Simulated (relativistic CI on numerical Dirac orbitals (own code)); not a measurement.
**What each ingredient does to the levels of Gd XXXVII**

Base calculation: Dirac-Coulomb-Breit CI, orbitals from a KLI potential per configuration, QED by a radiative potential, unscaled Slater integrals.

Configuration list (outside the closed core [Ne]): 3s2 3p6 3d10, 3s2 3p6 3d9 4s, 3s2 3p6 3d9 4p, 3s2 3p6 3d9 4d, 3s2 3p5 3d10 4s, 3s2 3p6 3d9 4f, 3s2 3p5 3d10 4p, 3s2 3p6 3d8 4s2, 3s2 3p6 3d8 4s 4p, 3s2 3p5 3d10 4d, 3s 3p6 3d10 4s, 3s2 3p6 3d9 5s, 3s2 3p6 3d8 4p2, 3s2 3p6 3d9 5p, 3s2 3p6 3d8 4s 4d, 3s2 3p5 3d10 4f, 3s 3p6 3d10 4p, 3s2 3p6 3d9 5d, 3s2 3p6 3d8 4p 4d, 3s2 3p5 3d9 4s2, 3s2 3p6 3d9 5f, 3s2 3p6 3d9 5g, 3s2 3p5 3d9 4s 4p, 3s2 3p6 3d8 4d2, 3s 3p6 3d10 4d, 3s2 3p5 3d9 4p2, 3s2 3p6 3d9 6s, 3s2 3p5 3d9 4s 4d, 3s 3p6 3d9 4s2, 3s2 3p6 3d9 6p, 3s 3p6 3d10 4f, 3s2 3p5 3d10 5s, 3s2 3p6 3d9 6d, 3s2 3p5 3d9 4p 4d, 3s2 3p4 3d10 4s2, 3s2 3p5 3d10 5p. Levels of other configurations are missing.

Variants: (1) configuration mixing switched off; (2) Breit term removed. Shifts of the energy above 3s2 3p6 3d10 1S_0, in eV, for the lowest level and the first level of each name with at least 55 % of one term (blank where a level changes its place among those of its configuration and J or its character, or is not in the variant):

| Level | Base | Δ(1) | Δ(2) |
| --- | --- | --- | --- |
| 3s2 3p6 3d10 1S_0 | 0.00 | 0.00 | 0.00 |
| 3s2 3p6 3d9 4s 3D_3 | 1029.45 | -0.76 | +0.47 |
| 3s2 3p6 3d9 4s 1D_2 | 1030.93 | -0.79 | +0.43 |
| 3s2 3p6 3d9 4s 3D_1 | 1061.85 | -0.77 | +1.20 |
| 3s2 3p6 3d9 4s 3D_2 | 1062.86 | -0.82 | +1.24 |
| 3s2 3p6 3d9 4p 3P°_2 | 1103.11 | -0.64 | -0.19 |
| 3s2 3p6 3d9 4p 3F°_2 | 1135.66 | -0.89 | +0.67 |
| 3s2 3p6 3d9 4p 3F°_4 | 1150.67 | -0.87 | +0.50 |
| 3s2 3p6 3d9 4p 1P°_1 | 1153.20 | -0.46 | +0.39 |
| 3s2 3p6 3d9 4p 3D°_3 | 1154.82 | -1.00 | +0.41 |
| 3s2 3p6 3d9 4p 3P°_0 | 1180.24 | -0.51 | +1.10 |
| 3s2 3p6 3d9 4d 1P_1 | 1275.42 | -0.50 | +1.05 |
| 3s2 3p6 3d9 4d 3G_5 | 1276.58 | -1.00 | +1.16 |
| 3s2 3p6 3d9 4d 3D_3 | 1279.67 | -0.90 | +1.01 |
| 3s2 3p6 3d9 4d 3F_4 | 1281.18 | -1.04 | +1.03 |
| 3s2 3p6 3d9 4d 3P_0 | 1288.09 | -0.56 | +1.05 |
| 3s2 3p6 3d9 4d 3G_3 | 1299.61 | -1.02 | +1.62 |
| 3s2 3p6 3d9 4d 3F_2 | 1304.18 | -0.98 | +1.49 |
| 3s2 3p6 3d9 4d 1S_0 | 1337.86 | +5.56 | +1.23 |
| 3s2 3p5 3d10 4s 3P°_2 | 1376.78 | -1.37 | +2.12 |
| 3s2 3p5 3d10 4s 1P°_1 | 1379.36 | -1.14 | +2.13 |
| 3s2 3p6 3d9 4f 3P°_0 | 1395.05 | -0.68 | +0.92 |

At this charge energies of transitions that change n are usually good to better than 1 %, and those within a shell (Δn = 0) to a few per cent.

Ionisation energy from the two ground configurations alone: base 2621.08 eV; Breit term removed 2622.58 eV. The NIST ASD value (theoretical) is 2621 eV.

LS names give the leading component of a level, which can be under half, so a name can repeat, a term be missing and a line seem to break the LS rules.
